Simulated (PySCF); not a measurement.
## NiN⁺: frontier orbitals

LDA at R = 1.811 Å; Ni def2-TZVPPD, N def2-TZVPPD; no relativity (PySCF 2.14). State: ⁵Δ (quintet), unpaired electrons σ ↑, π ↑↑, δ ↑. Only the outer orbitals are listed, counted within each symmetry.

| spin | orbital | occ. | ε (eV) | on Ni (%) | main shells (%) |
| --- | --- | --- | --- | --- | --- |
| α | 1δ | 1 | -17.34 | 100 | 100 Ni d |
| α | 8σ | 1 | -17.10 | 56 | 53 Ni d, 37 N p |
| α | 3π | 1 | -16.66 | 75 | 75 Ni d, 24 N p |
| α | 3π | 1 | -16.66 | 75 | 75 Ni d, 24 N p |
| α | 1δ | 1 | -16.33 | 100 | 100 Ni d |
| α | 9σ | 1 | -14.55 | 67 | 37 Ni d, 33 N p, 28 Ni s |
| α | 4π | 1 | -14.20 | 28 | 72 N p, 25 Ni d |
| α | 4π | 1 | -14.20 | 28 | 72 N p, 25 Ni d |
| α | 10σ | 0 | -10.83 | 89 | 67 Ni s, 17 Ni p, 12 N p |
| α | 5π | 0 | -6.89 | 97 | 96 Ni p |
| α | 5π | 0 | -6.89 | 97 | 96 Ni p |
| β | 7σ | 1 | -23.52 | 16 | 81 N s |
| β | 1δ | 1 | -15.31 | 100 | 100 Ni d |
| β | 3π | 1 | -15.22 | 92 | 92 Ni d |
| β | 3π | 1 | -15.22 | 92 | 92 Ni d |
| β | 8σ | 1 | -15.17 | 72 | 72 Ni d, 17 N p, 10 N s |
| β | 1δ | 0 | -14.87 | 100 | 100 Ni d |
| β | 9σ | 0 | -12.67 | 64 | 48 Ni s, 35 N p, 16 Ni d |
| β | 4π | 0 | -11.24 | 17 | 83 N p, 8 Ni d, 8 Ni p |

Which are the highest filled and the lowest empty level, where do they sit, and how wide is the gap?

Highest filled α 4π at -14.20 eV (in %: 72 N p, 25 Ni d); lowest empty β 1δ at -14.87 eV (in %: 100 Ni d); the gap at LDA is -0.67 eV.

```json
{"bond order (Mayer)": "1.34", "⟨S²⟩": "6.009", "charge on Ni (Mulliken, basis-dependent)": "0.86", "charge on Ni (Löwdin, basis-dependent)": "0.85", "dipole moment (positive dipole points towards N; it is taken about the centre of mass and depends on that origin)": "-2.34 D"}
```

Counting both spins, an empty level lies below a filled one in this solution, because spin and occupation are held. The state is the lowest single determinant that the PBE0 search found; with open d or f shells the true ground state can be another one.
